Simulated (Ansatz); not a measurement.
`[SH][Ga][Cl]` radical, relaxed with UKS PBE0-D4/def2-TZVP in Ansatz from a PBE-D4/def2-SVP geometry. The force threshold is 0.005 eV/Å; the program also tests the step.

Charge 0, multiplicity 2.

Start:

```xyz
4

S    -0.735   -1.434    0.003
Ga   -0.771    0.766    0.562
Cl    1.007    1.934   -0.009
H     0.500   -1.266   -0.556
```

Q: How much energy does the relaxation release, and in how many steps? (An estimate is asked.)

A: The calculation gave: 1.83 kJ/mol, in 3 steps.

Q: Which bonds change most? (Estimate.)

A: Computed: S1–Ga2 from 2.270 to 2.233 Å; Ga2–Cl3 from 2.203 to 2.170 Å; S1–H4 from 1.366 to 1.346 Å.

Q: Give the relaxed structure. (An estimate is asked.)

A: Computed: 
```xyz
4

S    -0.726   -1.408    0.004
Ga   -0.754    0.756    0.552
Cl    0.989    1.925   -0.003
H     0.492   -1.273   -0.553
```
